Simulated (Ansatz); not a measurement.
Problem. Name a neutral molecule of C, N, S, Si and H with LUMO energy (PBE0/def2-TZVPP) between -0.05 and 0.25 eV and HOMO energy (B3LYP/def2-TZVPP) between -6.60 and -6.30 eV (Ansatz, PBE0-D4/def2-TZVP geometry).

Solution. `[SiH3]NCS` (0.05 eV, -6.57 eV); `NC([SiH3])S` (0.07 eV, -6.59 eV); `N[SiH]1C=C1S` (-0.02 eV, -6.48 eV); `SC[SiH]1CN1` (-0.02 eV, -6.33 eV); `C[SiH]1NCS1` (0.17 eV, -6.42 eV); `CNC([SiH3])S` (0.09 eV, -6.48 eV). Other molecules can fit too; these were computed, each in one conformer that needn't be the lowest.

B3LYP here is the variant with VWN-RPA as its local correlation; programs differ in this.
